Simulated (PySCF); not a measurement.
**Levels of Hf⁶¹⁺ from EOM-EA-GCCSD**

Reference: closed-shell Hf⁶²⁺, [Ne]; one electron is added. Calculated with PySCF 2.14, two-component X2C-1e with screened spin-orbit coupling, an even-tempered Gaussian basis (17 s from 11 bohr⁻², ratio 2.6; 14 p from 14 bohr⁻², ratio 2.6; 6 d from 15 bohr⁻², ratio 2.8; 3 f from 310 bohr⁻², ratio 2.8); frozen 1s2; the 52 highest virtual spinors dropped; of the others 52 kept and the rest restored at second order. No Breit or QED terms. Binding energies in eV.

| level | Koopmans |
| --- | --- |
| 3s1/2 | 6679.4 |
| 3p1/2 | 6526.5 |
| 3p3/2 | 6195.2 |
| 3d3/2 | 6011.6 |
| 3d5/2 | 5936.5 |

Q: How does correlation move these levels?

A: 3s1/2: second order 6680.3, EOM-CCSD 6680.3; 3p1/2: second order 6527.5, EOM-CCSD 6527.5; 3p3/2: second order 6196.1, EOM-CCSD 6196.1; 3d3/2: second order 6012.4, EOM-CCSD 6012.4; 3d5/2: second order 5937.2, EOM-CCSD 5937.2.

For comparison, the ionisation energy of Hf⁶¹⁺ is 6674 ± 12 eV (theoretical estimate listed by NIST; NIST Atomic Spectra Database, ionization energies).

Only part of the computed levels is shown.
